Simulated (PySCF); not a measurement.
Run record: geometry optimisation, `N[PH2+]c1ccoc1`.

Method: PBE0-D3(BJ)/def2-SVP geometry optimisation, gas phase (PySCF 2.14.0). Start geometry: GFN2-xTB. The input is one job of a driver script: a line of settings, then coordinates in Å.

Input:
```
{"job": {"xc": "PBE0", "basis": "def2-SVP", "d3": "d3bj", "grid": 1, "kind": "geom"}, "charge": 1, "multiplicity": 1}
N      2.383943    -0.388476     0.281178
P      1.334908     0.563193    -0.533075
C     -0.312878     0.044412    -0.181184
C     -1.498201     0.836958    -0.271590
C     -2.513416    -0.001072     0.067398
O     -2.042824    -1.223246     0.349009
C     -0.733930    -1.215713     0.201223
H      3.372449    -0.323673     0.060052
H      2.224801    -0.536961     1.272721
H      1.426091     1.923582    -0.279138
H      1.688192     0.416079    -1.856406
H     -1.567604     1.870085    -0.543229
H     -3.571531     0.156682     0.143591
H     -0.190679    -2.122322     0.387385
```

**Question.** Estimate the output.

**Answer.** 
```
step   0  E = -626.93120758  max force = 0.015867
step   1  E = -626.93422922  max force = 0.004350
step   2  E = -626.93437697  max force = 0.002013
step   3  E = -626.93439620  max force = 0.003561
step   4  E = -626.93443894  max force = 0.001091
step   5  E = -626.93445895  max force = 0.001110
step   6  E = -626.93448036  max force = 0.000754
step   7  E = -626.93449430  max force = 0.000666
step   8  E = -626.93449898  max force = 0.000330
optimisation converged
```

Energies in Eh; «max force» is the largest Cartesian gradient component in Eh/bohr.

**Question.** How much energy does the optimisation release, in kJ/mol?

**Answer.** E(step 0) − E(last step) = 0.003291 Eh, which is 8.6 kJ/mol.

**Question.** Give the first gradient maximum in eV/Å.

**Answer.** With 1 Eh/bohr = 51.422 eV/Å, 0.816 eV/Å.

Summary of the converged run: final energy -626.93450 Eh after 8 steps.

**Question.** Where do the atoms end?

**Answer.** 0.137 Å rms from the input after alignment:
```
atom  x, y, z in Å
N1     2.3071   -0.4510    0.3425
P2     1.2873    0.4044   -0.6155
C3    -0.3663   -0.0936   -0.3423
C4    -1.5521    0.7229   -0.3535
C5    -2.5720   -0.1382   -0.1000
O6    -2.0973   -1.3958    0.0622
C7    -0.7836   -1.3827   -0.0836
H8     3.2799   -0.5736    0.0716
H9     2.1430   -0.4823    1.3462
H10    1.3074    1.8146   -0.4779
H11    1.7693    0.1802   -1.9225
H12   -1.6318    1.7949   -0.5218
H13   -3.6475   -0.0122   -0.0027
H14   -0.2567   -2.3294    0.0222
```

**Question.** Estimate the wall time. Hardware: one thread of an Arm Neoverse N1, on a shared host. And the peak memory of the process?

**Answer.** About 86 s, with 0.61 GiB resident at the peak, the Python interpreter and its libraries included.
Labels such as C1 count atoms from 1, the log's own numbers from 0.
